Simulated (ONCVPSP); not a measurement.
**Before and after: ONCV potential for Rh**

rhodium, optimised norm-conserving Vanderbilt (ONCV), made with ONCVPSP 4.0.1 (PBEsol, scalar-relativistic). Core [Ar] 3d10, reference 4s2 4p6 4d7 5s2. Waves: 4s+5s: rc 1.60 bohr, ncon 4, nbas 8, qcut 6.4 1/bohr, 2 projectors; 4p: rc 1.10 bohr, ncon 4, nbas 9, qcut 7.6 1/bohr, 2 projectors, debl 1.7 Ha; 4d: rc 2.15 bohr, ncon 4, nbas 9, qcut 7.5 1/bohr, 2 projectors, debl 1.3 Ha. Local part: polynomial inside 0.80 bohr (lpopt 5, dvloc0 4 Ha). Core correction: Teter function, fcfact 3.5, rcfact 1.75.

In the p channel the program set the typed energies aside and used -1.978, 0.250 Ha.

Change: d: qcut 10.1.

Cutoffs: the cutoffs (Ha) at which the residual kinetic energy of the hardest occupied pseudo-wave falls to 1 and 0.1 mHa per electron; they do not see the model core or the augmentation charge, which bear on the density cutoff. Errors are all-electron minus pseudo energies relative to the spin-unpolarised reference configuration.

Q: How do hardness, ghosts and transferability respond?

A: The potential gets neither clearly harder nor softer (82 Ha and 215 Ha → 82 Ha and 215 Ha); the p channel sets the loose cutoff, while the largest relative change is in d, which becomes harder; of the 4 tests that both files solve, the error grows in 2 and shrinks in 2 by more than 15 % and 0.3 meV (median size 6.1 → 3.9 meV); neither file shows a bound ghost.

```csv
quantity,base,changed
"cutoff, loose",82 Ha,82 Ha
"cutoff, tight",215 Ha,215 Ha
loose cutoff by channel,"s 17 Ha, p 82 Ha, d 20 Ha","s 17 Ha, p 82 Ha, d 23 Ha"
bound ghosts,none,none
GHOST(+) flags under 300 eV,s at 58.5 eV,s at 58.5 eV
"error for 4s2 4p6 4d8 5s1, meV [ΔE -2.45 eV]",+5.3,-1.5
"error for 4s2 4p6 4d8 5s0, meV [ΔE 5.01 eV]",+6.8,-5.5
"error for 4s2 4p6 4d7 5s0, meV [ΔE 24.52 eV]",-8.5,-9.8
"error for 4s2 4p6 4d7 5s1, meV [ΔE 8.69 eV]",-1.9,-2.2
s: phases at 1.62 bohr within 0.05 rad from the reference energy up to (Ha; the scan ends near 5),1.5,1.5
p: phases at 1.11 bohr within 0.05 rad from the reference energy up to (Ha; the scan ends near 5),to the end of the scan,to the end of the scan
d: phases at 2.18 bohr within 0.05 rad from the reference energy up to (Ha; the scan ends near 5),to the end of the scan,to the end of the scan
"rms error of d²Exc/dni dnj with the model core, mHa",3.28,3.30
```
